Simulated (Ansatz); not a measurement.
Basis-set series for `[NH2][Ga]([NH2])[O][SiH3]`. The species carries charge 0 and has multiplicity 1. The structure was optimised at the PBE0-D4/def2-TZVP level. It is one conformer, not always the lowest.

```xyz
12

N    -1.715   -0.414    0.904
Ga   -0.691   -0.058   -0.547
N    -1.256    0.097   -2.257
O     1.063    0.167   -0.296
Si    2.096    0.225    0.955
H    -1.349   -0.248    1.827
H    -2.715   -0.316    0.883
H    -2.150   -0.255   -2.554
H    -0.582    0.066   -3.003
H     2.975   -0.976    0.971
H     2.953    1.437    0.858
H     1.371    0.277    2.262
```

```
functional       basis  functions  energy (Eh)  HOMO (eV)  LUMO (eV)
   PBE0-D4    def2-SVP        127  -2402.32643      -6.99       0.00
   PBE0-D4  def2-TZVPP        281  -2402.91364      -7.26      -0.36
   ωB97M-V    def2-SVP        127  -2402.70499      -9.36       1.73
   ωB97M-V  def2-TZVPP        281  -2403.29858      -9.66       1.26
```

(1) Give the rows for def2-QZVPP. (Estimate.)

Results:

(1) Computed: 
```tsv
functional	basis	functions	energy (Eh)	HOMO (eV)	LUMO (eV)
PBE0-D4	def2-QZVPP	540	-2402.98018	-7.33	-0.56
ωB97M-V	def2-QZVPP	540	-2403.36199	-9.73	0.90
```

Positive LUMOs are unbound and depend on the basis. Scalar relativity is left out up to krypton.
